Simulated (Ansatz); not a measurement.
Calculated with Ansatz (gas phase, PBE0-D4/def2-TZVP geometries, no zero-point term in ΔE). CCSD(T)/CBS is the MP2 limit (def2-TZVPP, def2-QZVPP) plus CCSD(T) − MP2 in def2-TZVPP, frozen cores. This one scheme is used for every species. DFT in def2-TZVPP. One conformer a species, not always the lowest.

Consider the ligand exchange at the Si–C bond: `N[SiH2]CF` + `[SiH3]S` → `N[SiH2]S[SiH3]` + fluoromethane.

(1) Is it downhill or uphill in electronic energy at CCSD(T)/CBS, and by how much? (Best estimate.)

(2) What do these levels give: PBE-D4, r2SCAN-D4, PBE0-D4, B2PLYP, r2SCAN, HF/def2-TZVPP, SCS-MP2/def2-TZVPP, CCSD(T)/def2-TZVPP, HF/def2-QZVPP, SCS-MP2/def2-QZVPP, HF/CBS(def2), CCSD/CBS(def2)? (Estimate.)

Largest T1 diagnostic among the species: 0.011.

Answers

(1) The calculation gave: Downhill: ΔE = -92.8 kJ/mol.

(2) The calculation gave: PBE-D4 -90.8, r2SCAN-D4 -92.3, PBE0-D4 -94.1, B2PLYP -88.0, r2SCAN -91.2, HF/def2-TZVPP -88.0, SCS-MP2/def2-TZVPP -92.8, CCSD(T)/def2-TZVPP -89.6, HF/def2-QZVPP -88.1, SCS-MP2/def2-QZVPP -94.8, HF/CBS(def2) -88.2, CCSD/CBS(def2) -90.9 kJ/mol.

From PBE to PBE0 (25 % exact exchange), in def2-TZVPP and without D4, ΔE moves by −3.7 kJ/mol. The D4 term adds −6.8 kJ/mol with B3LYP and −3.8 kJ/mol with PBE0; it sums over pairs of atoms, weighted by their polarisabilities, and B3LYP, whose exchange is more repulsive, gets the larger term.

B3LYP here is the variant with VWN-RPA as its local correlation; programs differ in this.
